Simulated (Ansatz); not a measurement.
One change: `[CH3][Sc]([F])[Cl]` becomes `[F][Sc]([Cl])[Cl]`.

Ansatz, PBE0-D4/def2-TZVP geometries, multiplicity 1. 

Scalar relativity is left out up to krypton.

```json
{"property": "HOMO energy (B3LYP/def2-TZVPP) / eV", "`[CH3][Sc]([F])[Cl]`": "-7.41"}
{"property": "LUMO energy (PBE0/def2-TZVPP) / eV", "`[CH3][Sc]([F])[Cl]`": "-2.53"}
{"property": "HOMO–LUMO gap (PBE0/def2-TZVPP) / eV", "`[CH3][Sc]([F])[Cl]`": "5.12"}
{"property": "LUMO energy (ωB97M-V/def2-TZVPP) / eV", "`[CH3][Sc]([F])[Cl]`": "-0.87"}
{"property": "zero-point energy (PBE0-D4/def2-TZVP) / kJ/mol", "`[CH3][Sc]([F])[Cl]`": "95.7"}
{"property": "size of the dipole moment (ωB97M-V/def2-TZVPP) / D", "`[CH3][Sc]([F])[Cl]`": "1.26"}
```

**Question.** Give the same properties after the change, and the shifts. (An estimate is asked.)

**Answer.** Computed: 
```
                                          property  `[F][Sc]([Cl])[Cl]`  shift
               HOMO energy (B3LYP/def2-TZVPP) / eV                -9.04  -1.63
                LUMO energy (PBE0/def2-TZVPP) / eV                -3.08  -0.55
              HOMO–LUMO gap (PBE0/def2-TZVPP) / eV                 6.24   1.12
             LUMO energy (ωB97M-V/def2-TZVPP) / eV                -1.31  -0.44
    zero-point energy (PBE0-D4/def2-TZVP) / kJ/mol                 11.4  -84.3
size of the dipole moment (ωB97M-V/def2-TZVPP) / D                 0.40  -0.86
```

With PBE0 the HOMO falls by 1.67 eV and the LUMO falls by 0.55 eV, so the gap widens by about 1.12 eV. PBE moves the HOMO by -1.62 eV and ωB97M-V by -1.61 eV. The zero-point energy changes by -84.3 kJ/mol with -9 modes. Dipoles are sizes alone; their direction can turn.

B3LYP here is the variant with VWN-RPA as its local correlation; programs differ in this.
